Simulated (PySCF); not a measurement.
Tc (technetium, neutral) across methods

[Kr] 4d5 5s1 5p1, high-spin 8P determinant (an excited configuration). Calculation: PySCF 2.14, in aug-cc-pVTZ-PP with ECP28MDF (6s6p5d3f2g, 88 functions); scalar relativity through the core potential.

```csv
method,E (hartree),mean ε 4d α (eV),mean ε 5s α (eV),mean ε 5p α (eV),Σ⟨r²⟩ (bohr²),⟨S²⟩
PBE,-80.3676,-8.939,-6.604,-2.473,62.65,15.750
HSE06,-80.3573,-10.192,-7.027,-2.773,62.29,15.750
PBE0,-80.3590,-10.603,-7.427,-3.146,62.02,15.750
M06-2X,-80.2393,-12.070,-8.428,-3.898,60.41,15.750
LDA,-80.1737,-8.992,-6.818,-2.558,62.24,15.750
CAM-B3LYP,-80.3051,-11.799,-8.500,-4.015,61.98,15.750
UHF,-79.82097,-15.115,-9.497,-4.976,62.33,15.751
r2SCAN,-80.4113,-9.330,-6.914,-2.597,61.42,15.750
```

**Question.** Estimate the same row for TPSS.

**Answer.** E (hartree) = -80.3324; mean ε 4d α (eV) = -8.908; mean ε 5s α (eV) = -6.555; mean ε 5p α (eV) = -2.454; Σ⟨r²⟩ (bohr²) = 62.32; ⟨S²⟩ = 15.750.

Energies and moments cover only the electrons outside the core potential.
